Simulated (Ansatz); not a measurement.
**Ligand exchange: SnH2(SH)2 + B(CH3)(SH)2 → SnH(SH)3 + BH(CH3)(SH)**

Gas-phase species: SnH2(SH)2, singlet; B(CH3)(SH)2, singlet; SnH(SH)3, singlet; BH(CH3)(SH), singlet. The partners trade H for SH: Sn–H and B–SH bonds give way to Sn–SH and B–H.

Shapes, held fixed at every level: PBE0-D4/def2-TZVP. Flexible molecules stand in one conformer, not always the lowest. Programs: Ansatz 0.2.0. Electronic energies: no zero-point or thermal term.

Question: Estimate ΔE of this reaction.

Answer: The highest level, CCSD(T)/def2-TZVPP, gives ΔE = +7.3 kJ/mol; the levels span -0.7 to +7.3. They disagree on the sign: 7 of 8 are positive. The column of differences is taken from that level and isn't an error. No measured value is set beside it here. For atoms past krypton def2 sets carry core potentials with scalar relativity. Outer-core shells of Sn are correlated, in sets that cover them unevenly.

```
              level                    kind  ΔE (kJ/mol)  less CCSD(T)/def2-TZVPP
      HF/def2-TZVPP            Hartree–Fock         -0.7                     -8.0
B3LYP-D4/def2-TZVPP           global hybrid         +1.8                     -5.5
 PBE0-D4/def2-TZVPP           global hybrid         +6.4                     -0.9
 wB97M-V/def2-TZVPP  range-separated hybrid         +4.8                     -2.5
 wB97X-V/def2-TZVPP  range-separated hybrid         +5.9                     -1.4
  B2PLYP/def2-TZVPP           double hybrid         +3.2                     -4.1
    CCSD/def2-TZVPP   coupled cluster or CI         +6.7                     -0.6
 CCSD(T)/def2-TZVPP   coupled cluster or CI         +7.3                      0.0
```
